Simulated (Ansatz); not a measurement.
Two spin states of CaTe, each at its own minimum; 2S+1 = 1, 3 were tried, and our sources give no spin for the ground state. No spin–orbit coupling. Ca is treated without relativity.

```csv
level,energy of the multiplicity-3 state above the multiplicity-1 state (kcal/mol)
PBE/def2-TZVPP,19.51
PBE0/def2-TZVPP,14.11
wB97X-V/def2-TZVPP,11.25
CCSD/def2-TZVPP,4.99
CCSD(T)/def2-TZVPP,9.26
```

The rows run from 4.99 (CCSD/def2-TZVPP) to 19.51 kcal/mol (PBE/def2-TZVPP). The 3 functionals in def2-TZVPP without D3 or D4 span 8.26, from wB97X-V to PBE.

Each state is the lowest solution found for its spin in def2 and cc sets. The singlet is a restricted closed-shell determinant, which can mix singlet states where a π or δ shell is part-filled.

Correlated levels freeze the inner cores; with def2 sets outer-core shells near the valence are correlated too.

Doubts at one or more of the structures used: a restricted determinant that unrestricted orbitals would lower (CCSD/def2-TZVPP, CCSD(T)/def2-TZVPP).

Run with Ansatz (Gaussian orbitals).  In def2 rows elements past Kr take small-core potentials, without spin–orbit coupling.

Ansatz is a quantum-chemistry and plane-wave program.
